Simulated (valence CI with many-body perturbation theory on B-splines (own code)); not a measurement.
Pr LV: electric-dipole lines

Method: relativistic CI+MBPT: three valence electrons over a frozen Dirac-Fock core [He], a basis of 11 s, 11 p, 10 d, 8 f, 5 g, 2 h functions for each j, with the one-electron correlation potential Σ1, the two-electron term Σ2, the three-electron term Σ3, Breit, model QED; selected CI, second order for the rest, scaled by the run's own slope (own B-spline code, finite nucleus).

The last digits are not significant, and no measured levels were compared; by estimate large intervals hold to a few tenths of a per cent, small ones and those within an open d or f shell to about a per cent.

Lines 201 to 250 of 556 in falling wavelength, among levels below 9158.2 eV, chosen from the strongest by gf and those to the six lowest levels. Wavelengths and rates use the calculated energies. Electric multipoles are in the length gauge, E1 and E2 with the static RPA response of the core. Weak lines are less certain than strong ones. Lines between different terms over intervals too small for the method are left out, as are lines whose strength nearly cancels. The highest levels of a list are the least certain.

Levels are named by their leading jj configuration (3d3/2^4 stands for four electrons in 3d with j = 3/2), which in mixed levels can hold well under half, so a name can repeat and another be missing. Letters in brackets count levels of one name in rising energy.

```tsv
λ vac (nm)	Upper	Lower	A (s⁻¹)	S (a.u.) with core polarisation	S without
1.682	(2p1/2 2p3/2 3d5/2) J=5/2 [a]	(2s 2p1/2 3d5/2) J=5/2 [a]	3.23e+11	4.56e-03	4.57e-03
1.679	(2s 2p3/2 3p3/2) J=1/2 [b]	(2s^2 3p3/2) J=3/2	1.37e+12	6.42e-03	6.43e-03
1.675	(2p3/2^2 3d5/2) J=3/2	(2s 2p3/2 3d3/2) J=5/2 [b]	4.99e+11	4.63e-03	4.64e-03
1.675	(2s 2p3/2 3d3/2) J=1/2 [b]	(2s^2 3d3/2) J=3/2	1.25e+12	5.81e-03	5.82e-03
1.673	(2p3/2^2 3s) J=3/2	(2s 2p3/2 3s) J=3/2 [a]	9.34e+11	8.64e-03	8.65e-03
1.667	(2p3/2^2 3d3/2) J=7/2	(2s 2p3/2 3d3/2) J=7/2	8.23e+11	1.50e-02	1.51e-02
1.665	(2p3/2^2 3p3/2) J=7/2	(2s 2p3/2 3p3/2) J=7/2	9.23e+11	1.68e-02	1.69e-02
1.664	(2p3/2^2 3p1/2) J=3/2	(2s 2p3/2 3p1/2) J=3/2 [a]	9.87e+11	8.98e-03	9.00e-03
1.664	(2p3/2^2 3p1/2) J=5/2	(2s 2p3/2 3p1/2) J=5/2	1.01e+12	1.38e-02	1.38e-02
1.663	(2p3/2^2 3d5/2) J=7/2	(2s 2p3/2 3d5/2) J=9/2	2.86e+11	5.19e-03	5.20e-03
1.661	(2p3/2^2 3d5/2) J=9/2	(2s 2p3/2 3d5/2) J=9/2	8.59e+11	1.94e-02	1.95e-02
1.659	(2p1/2 2p3/2^2) J=3/2	(2s 2p1/2 2p3/2) J=5/2	1.36e+11	1.23e-03	1.23e-03
1.655	(2s 2p1/2 2p3/2) J=1/2	(2s^2 2p1/2) J=1/2	1.71e+12	7.65e-03	7.66e-03
1.653	(2s 2p1/2 2p3/2) J=3/2 [b]	(2s^2 2p1/2) J=1/2	1.43e+12	1.28e-02	1.28e-02
1.650	(2p3/2^2 3d5/2) J=5/2 [a]	(2s 2p3/2 3d5/2) J=7/2 [a]	5.04e+11	6.70e-03	6.71e-03
1.648	(2p3/2^2 3s) J=5/2	(2s 2p3/2 3s) J=5/2	9.89e+11	1.31e-02	1.31e-02
1.645	(2p3/2^2 3d3/2) J=5/2	(2s 2p3/2 3d3/2) J=5/2 [a]	4.25e+11	5.60e-03	5.61e-03
1.642	(2p1/2 2p3/2^2) J=1/2	(2s 2p1/2 2p3/2) J=3/2 [b]	1.76e+12	7.71e-03	7.72e-03
1.640	(2p1/2 2p3/2^2) J=1/2	(2s 2p1/2 2p3/2) J=1/2	7.63e+11	3.32e-03	3.33e-03
1.631	(2s 2p3/2^2) J=1/2	(2s^2 2p3/2) J=3/2	1.39e+12	5.97e-03	5.98e-03
1.629	(2p1/2^2 2p3/2) J=3/2	(2s 2p1/2^2) J=1/2	1.06e+12	9.02e-03	9.04e-03
1.629	(2s 2p3/2^2) J=3/2	(2s^2 2p3/2) J=3/2	2.43e+12	2.07e-02	2.08e-02
1.614	(2p1/2 2p3/2^2) J=5/2	(2s 2p1/2 2p3/2) J=5/2	1.05e+12	1.30e-02	1.30e-02
1.586	(2p1/2 2p3/2^2) J=3/2	(2s 2p1/2 2p3/2) J=3/2 [a]	1.17e+12	9.23e-03	9.25e-03
1.552	(2p3/2^3) J=3/2	(2s 2p3/2^2) J=5/2	7.05e+11	5.20e-03	5.21e-03
1.545	(2p1/2 2p3/2^2) J=5/2	(2s 2p1/2 2p3/2) J=3/2 [a]	2.20e+10	2.40e-04	2.40e-04
0.6292	(2s 2p1/2 4p1/2) J=3/2	(2s 2p1/2 3d3/2) J=5/2	4.20e+12	2.07e-03	2.07e-03
0.6272	(2s 2p1/2 4p3/2) J=3/2 [b]	(2s 2p1/2 3d5/2) J=5/2 [b]	3.30e+12	1.61e-03	1.60e-03
0.6266	(2p1/2^2 4s) J=1/2	(2p1/2^2 3p3/2) J=3/2	1.89e+13	4.59e-03	4.59e-03
0.6264	(2p1/2^2 4p3/2) J=3/2	(2p1/2^2 3d5/2) J=5/2	3.94e+12	1.91e-03	1.91e-03
0.6263	(2s 2p1/2 4s) J=3/2	(2s 2p1/2 3p3/2) J=3/2 [b]	3.93e+12	1.91e-03	1.90e-03
0.6254	(2s 2p1/2 4s) J=3/2	(2s 2p1/2 3p3/2) J=5/2	1.43e+13	6.89e-03	6.88e-03
0.6253	(2s 2p1/2 4s) J=1/2 [a]	(2s 2p1/2 3p3/2) J=3/2 [a]	1.89e+13	4.57e-03	4.56e-03
0.6252	(2s 2p1/2 4p3/2) J=3/2 [a]	(2s 2p1/2 3d5/2) J=5/2 [a]	3.60e+12	1.74e-03	1.74e-03
0.6251	(2s^2 4f7/2) J=7/2	(2s 2p1/2 3p3/2) J=5/2	1.87e+12	1.81e-03	1.81e-03
0.6248	(2s^2 4s) J=1/2	(2s^2 3p3/2) J=3/2	1.81e+13	4.36e-03	4.36e-03
0.6246	(2s 2p1/2 4s) J=1/2 [b]	(2s 2p1/2 3p3/2) J=3/2 [b]	1.09e+13	2.63e-03	2.63e-03
0.6244	(2s^2 4p3/2) J=3/2	(2s^2 3d5/2) J=5/2	3.98e+12	1.91e-03	1.91e-03
0.6241	(2s 2p1/2 4p3/2) J=5/2	(2s 2p1/2 3d5/2) J=7/2	3.41e+12	2.45e-03	2.45e-03
0.6184	(2s 2p1/2 4f7/2) J=7/2 [a]	(2s 2p1/2 3d5/2) J=5/2 [b]	6.93e+12	6.47e-03	6.47e-03
0.6133	(2s 2p1/2 4f5/2) J=7/2	(2s 2p1/2 3d5/2) J=5/2 [b]	4.23e+12	3.85e-03	3.85e-03
0.6132	(2s 2p1/2 4f5/2) J=5/2 [b]	(2s 2p1/2 3d5/2) J=3/2	3.62e+12	2.47e-03	2.47e-03
0.6132	(2p1/2^2 4f5/2) J=5/2	(2p1/2^2 3d5/2) J=5/2	8.37e+12	5.71e-03	5.71e-03
0.6131	(2s 2p1/2 4f5/2) J=5/2 [b]	(2s 2p1/2 3d5/2) J=5/2 [b]	3.88e+12	2.65e-03	2.65e-03
0.6111	(2s 2p1/2 4f5/2) J=5/2 [a]	(2s 2p1/2 3d5/2) J=5/2 [a]	7.51e+12	5.08e-03	5.08e-03
0.6104	(2s 2p1/2 4f7/2) J=5/2	(2s 2p1/2 3d5/2) J=3/2	1.10e+14	7.43e-02	7.43e-02
0.6104	(2p1/2^2 4f7/2) J=7/2	(2p1/2^2 3d5/2) J=5/2	1.26e+14	1.13e-01	1.13e-01
0.6104	(2s 2p1/2 4f7/2) J=7/2 [b]	(2s 2p1/2 3d5/2) J=5/2 [b]	1.09e+14	9.77e-02	9.78e-02
0.6104	(2s 2p1/2 4f7/2) J=5/2	(2s 2p1/2 3d5/2) J=5/2 [b]	1.21e+13	8.14e-03	8.14e-03
0.6101	(2s 2p1/2 4f5/2) J=7/2	(2s 2p1/2 3d5/2) J=7/2	8.60e+12	7.71e-03	7.71e-03
```
